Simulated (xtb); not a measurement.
C2H5S, doublet, geometry from GFN2-xTB, atoms displaced at random by about 0.1 Å a coordinate; GFN2-xTB (xtb).

xtb was given this input:
```
$ xtb mol.xyz --gfn 2 --uhf 1 --opt tight --json

# file mol.xyz
8

C      1.45683442    -0.07071903    -0.35352097
S     -0.07600970    -0.26761038     0.53147094
C     -1.50191326     0.39699650    -0.51554249
H      2.26737997    -0.13894824     0.22410141
H      1.42344486     0.71523780    -0.91761556
H     -1.03938120     1.50087381    -0.77244226
H     -1.05922567    -0.29392747    -1.49094983
H     -2.08866974     0.30205546    -0.01427761
```

It wrote (shortened):

```
   ID    Z sym.   atoms
    1    6 C      1, 3
    2   16 S      2
    3    1 H      4-8

           -------------------------------------------------
          |                Calculation Setup                |
           -------------------------------------------------

           -------------------------------------------------
          |                 G F N 2 - x T B                 |
           -------------------------------------------------

          ...................................................
          :                      SETUP                      :
          :.................................................:
          :  # basis functions                  23          :
          :  # atomic orbitals                  22          :
          :  # shells                           12          :
          :  # electrons                        19          :
          :  max. iterations                   250          :
          :  Hamiltonian                  GFN2-xTB          :
          :  restarted?                      false          :
          :  GBSA solvation                  false          :
          :  PC potential                    false          :
          :  electronic temp.          300.0000000     K    :
          :  accuracy                    1.0000000          :
          :  -> integral cutoff          0.2500000E+02      :
          :  -> integral neglect         0.1000000E-07      :
          :  -> SCF convergence          0.1000000E-05 Eh   :
          :  -> wf. convergence          0.1000000E-03 e    :
          :  Broyden damping             0.4000000          :
          :  net charge                          0          :
          :  unpaired electrons                  1          :
          ...................................................

 iter      E             dE          RMSdq      gap      omega  full diag
   1    -10.0577517 -0.100578E+02  0.397E+00    3.64       0.0  T
   2    -10.0735008 -0.157491E-01  0.241E+00    3.04       1.0  T
   3    -10.0740527 -0.551816E-03  0.113E+00    3.37       1.0  T
   4    -10.0764830 -0.243037E-02  0.524E-01    3.07       1.0  T
   5    -10.0765375 -0.544781E-04  0.314E-01    3.20       1.0  T
   6    -10.0768137 -0.276212E-03  0.496E-02    3.14       1.0  T
   7    -10.0768141 -0.390517E-06  0.130E-02    3.14       2.7  T
   8    -10.0768145 -0.389717E-06  0.578E-03    3.14       6.1  T
   9    -10.0768146 -0.911121E-07  0.988E-04    3.14      35.8  T
[...]
 * total energy  :    -9.9889203 Eh     change       -0.1849311E-02 Eh
 * total energy  :    -9.9891595 Eh     change       -0.2391974E-03 Eh
 * total energy  :    -9.9897137 Eh     change       -0.5542015E-03 Eh
 * total energy  :    -9.9898321 Eh     change       -0.1183253E-03 Eh
 * total energy  :    -9.9899081 Eh     change       -0.7602902E-04 Eh
 * total energy  :    -9.9900032 Eh     change       -0.9509360E-04 Eh
 * total energy  :    -9.9900194 Eh     change       -0.1617830E-04 Eh
 * total energy  :    -9.9900225 Eh     change       -0.3123214E-05 Eh
 * total energy  :    -9.9900258 Eh     change       -0.3304388E-05 Eh
 * total energy  :    -9.9900278 Eh     change       -0.1991644E-05 Eh
 * total energy  :    -9.9900289 Eh     change       -0.1071784E-05 Eh
 * total energy  :    -9.9900297 Eh     change       -0.8171375E-06 Eh
   *** GEOMETRY OPTIMIZATION CONVERGED AFTER 16 ITERATIONS ***
         :: total energy              -9.990029667932 Eh    ::
[...]

     #   Z          covCN         q      C6AA      α(0)
     1   6 C        2.828    -0.107    30.690     9.078
     2  16 S        1.945    -0.084   144.534    20.234
     3   6 C        3.744    -0.062    21.756     6.654
     4   1 H        0.927     0.038     2.481     2.463
     5   1 H        0.926     0.032     2.556     2.500
     6   1 H        0.925     0.059     2.213     2.327
     7   1 H        0.925     0.062     2.173     2.305
     8   1 H        0.925     0.061     2.182     2.310

 Mol. C6AA /au·bohr⁶  :        887.529034
 Mol. C8AA /au·bohr⁸  :      27297.545318
 Mol. α(0) /au        :         47.871046

Wiberg/Mayer (AO) data.
largest (>0.10) Wiberg bond orders for each atom

 ---------------------------------------------------------------------------
     #   Z sym  total        # sym  WBO       # sym  WBO       # sym  WBO
 ---------------------------------------------------------------------------
     1   6 C    3.459 --     2 S    1.469     5 H    0.980     4 H    0.979
     2  16 S    2.515 --     1 C    1.469     3 C    1.001
     3   6 C    3.978 --     2 S    1.001     8 H    0.984     6 H    0.982
                             7 H    0.982
     4   1 H    0.999 --     1 C    0.979
     5   1 H    0.999 --     1 C    0.980
     6   1 H    0.997 --     3 C    0.982
     7   1 H    0.996 --     3 C    0.982
     8   1 H    0.996 --     3 C    0.984
 ---------------------------------------------------------------------------

Topologies differ in total number of bonds
Writing topology from bond orders to xtbtopo.mol

molecular dipole:
                 x           y           z       tot (Debye)
 q only:       -0.404       0.177      -0.294
   full:       -0.359       0.403      -0.540       1.940
molecular quadrupole (traceless):
                xx          xy          yy          xz          yz          zz
 q only:        1.006      -0.383      -0.510       0.755      -0.263      -0.495
  q+dip:        1.453       0.021      -0.010       0.844      -0.258      -1.443
   full:        1.868      -0.133      -0.451       1.139      -0.331      -1.417

optimized geometry written to: xtbopt.xyz

           -------------------------------------------------
          | TOTAL ENERGY               -9.990029667932 Eh   |
          | GRADIENT NORM               0.000248177403 Eh/α |
          | HOMO-LUMO GAP               2.952412246991 eV   |
           -------------------------------------------------

normal termination of xtb
```
